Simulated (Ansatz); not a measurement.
Input for Ansatz (a program for electronic structure): R-CCSD(T)/aug-cc-pVTZ on N2 (SMILES N#N).

Ansatz 0.2 input:
```yaml
crystal:
  periodic: [false, false, false]
  atoms:
    - {symbol: N, position_ang: [0.00000000, -0.00000000, 0.54545039]}
    - {symbol: N, position_ang: [-0.00000000, 0.00000000, -0.54545039]}
basis:
  gaussian:
    orbitals: aug-cc-pVTZ
magnetization: {spin_polarized: false}
correlation: {method: ccsd_t, electrons: outside_noble_gas}
scf: {lower_state_search: off}
```

Program output:

```
WARN ansatz: RAYON_NUM_THREADS=1 ignored (pool sized by the plan → 1); use --threads N
Functional definition: HF
these checks for a lower state are left out or cut short: stability, starts, cluster_reference, orbital_swaps, neighbouring_geometries, increment
integrals: 0.08 GiB planned
550 factors; integrals over basis functions are off by at most 9.2e-4 eV
mean field: 0.11 GiB planned
mean field evaluation 1: about -2965.3191 eV, gradient 1.1e1 eV
mean field evaluation 2: about -2965.3337 eV, gradient 1.1e1 eV
mean field evaluation 4: about -2965.6561 eV, gradient 6.0e-1 eV
mean field evaluation 8: about -2965.6570 eV, gradient 2.8e-4 eV
mean field -2965.65704911 eV, -108.9858863603 hartree, gradient 2.9e-6 eV, S^2 0.000000; 0 other end points of the search recorded, 0 dependent functions left out
2 core orbitals not correlated
reference -2965.65704911 eV, -108.9858863603 hartree; 5, 5 occupied and 85, 85 virtual orbitals, 550 factors
second order -10.27550456 eV of doubles, -0.00000000 eV of singles
coupled cluster: 0.20 GiB planned
cycle   1  -9.79745211 eV  change    4.8e-1 eV  update   8.1e-2
cycle   2  -10.15355379 eV  change   -3.6e-1 eV  update   2.5e-2
cycle   3  -10.21614978 eV  change   -6.3e-2 eV  update   9.9e-3
cycle   4  -10.21816903 eV  change   -2.0e-3 eV  update   2.3e-3
cycle   5  -10.22033768 eV  change   -2.2e-3 eV  update   6.3e-4
cycle   6  -10.22036248 eV  change   -2.5e-5 eV  update   1.3e-4
cycle   7  -10.22043097 eV  change   -6.8e-5 eV  update   2.7e-5
cycle   8  -10.22044130 eV  change   -1.0e-5 eV  update   6.8e-6
perturbative correction -0.51451321 eV, -0.0189080115 hartree
Total energy: -2976.39200362 eV, -109.3803886619 hartree
Checks for a lower state left out: stability, starts, cluster_reference, orbital_swaps, neighbouring_geometries, increment
```

The calculation finished and met its thresholds.

Cost: very roughly 2.3 core-seconds.
